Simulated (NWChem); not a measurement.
Molecule: CdClF; SMILES [Cl][Cd][F]

Program: NWChem. Geometry: optimised at PBE0/def2-SVP. def2 effective core potentials on Cd; no spin-orbit coupling. Level MN15/def2-SVP: energy and gradient on several grids; changes count from the extra-fine grid, which is no exact limit either.

```
grid     size of the energy change (μHa)  largest change of a gradient component (μHa/bohr)
-------  -------------------------------  -------------------------------------------------
xcoarse                            30000                                               9000
coarse                               400                                                800
medium                                10                                                 50
fine                                < 10                                               < 30
xfine                               < 10                                               < 30
```
